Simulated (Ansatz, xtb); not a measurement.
## Two isomers of C4H2F3N

Structure a: `N#C/C=C\C(F)(F)F`, a singlet. Structure b: `C=C(C#N)C(F)(F)F`, a singlet. Both are isolated molecules in the gas phase, relaxed with B3LYP-D3(BJ)/def2-SVP.

a (Å):

| atom | x (Å) | y (Å) | z (Å) |
| --- | --- | --- | --- |
| C | 1.5890 | -2.4578 | 2.3850 |
| C | 1.2639 | -1.2903 | 1.6244 |
| C | 0.3043 | -1.1711 | 0.6961 |
| C | -0.6515 | -2.2372 | 0.2405 |
| F | -0.4789 | -3.4055 | 0.8614 |
| F | -1.9167 | -1.8364 | 0.4511 |
| F | -0.5109 | -2.4424 | -1.0800 |
| N | 1.9189 | -3.3548 | 3.0429 |
| H | 1.8836 | -0.4158 | 1.8472 |
| H | 0.1637 | -0.2141 | 0.1881 |

b (Å):

```xyz
10

C     0.5906   -1.3998    2.4191
C     0.2164   -1.6134    1.1499
C    -0.6750   -0.7342    0.4501
C     0.7123   -2.8091    0.3564
F     1.5356   -3.5719    1.0852
F    -0.3141   -3.5708   -0.0442
F     1.3748   -2.4103   -0.7373
N    -1.3954   -0.0276   -0.1219
H     1.2709   -2.0919    2.9174
H     0.2235   -0.5345    2.9735
```

Quicker runs give these differences E(b) − E(a): GFN2-xTB +0.008 eV; HF/STO-3G −0.043 eV (at GFN2-xTB geometries); r2SCAN-D4/def2-SVP −0.029 eV (at GFN2-xTB geometries).

Which of the two would you expect CCSD(T)/def2-SVP + ΔMP2/def2-TZVPP electronic energies to favour?

Too close to call at this level: CCSD(T)/def2-SVP + ΔMP2/def2-TZVPP gives E(b) − E(a) = −0.038 eV.

The same difference at several levels:

```csv
level,geometry,E(b) − E(a) (eV),departure from the last row (eV),"job, with rough time for the two"
GFN2-xTB,GFN2-xTB,+0.008,+0.045,"optimisation, 0.12 s"
HF/STO-3G,GFN2-xTB,−0.043,−0.005,"single point, 0.36 s"
r2SCAN-D4/def2-SVP,GFN2-xTB,−0.029,+0.009,"single point, 2.3 s"
B3LYP-D3(BJ)/def2-SVP,B3LYP-D3(BJ)/def2-SVP,−0.027,+0.011,"optimisation, 22 s"
HF/def2-SVP,B3LYP-D3(BJ)/def2-SVP,−0.073,−0.036,part of the CCSD(T) run
MP2/def2-SVP,B3LYP-D3(BJ)/def2-SVP,−0.067,−0.029,part of the CCSD(T) run
CCSD(T)/def2-SVP,B3LYP-D3(BJ)/def2-SVP,−0.078,−0.040,single point
CCSD(T)/def2-SVP + ΔMP2/def2-TZVPP,B3LYP-D3(BJ)/def2-SVP,−0.038,,"single point, 36 s"
```

As drawn, both hold the same kinds of bond in the same numbers.

The largest departure from CCSD(T)/def2-SVP + ΔMP2/def2-TZVPP is that of GFN2-xTB, 0.045 eV. A small imaginary or near-zero mode remains, so no thermal terms are given. The last row adds to CCSD(T) the change of the MP2 difference between the two basis sets, here +0.040 eV.

The correlated steps freeze 8 core orbitals. Codes used: Ansatz 0.2.0, xtb 6.7.1; the last row on 2 threads of Intel(R) Xeon(R) 6975P-C (Granite Rapids) on a shared host.
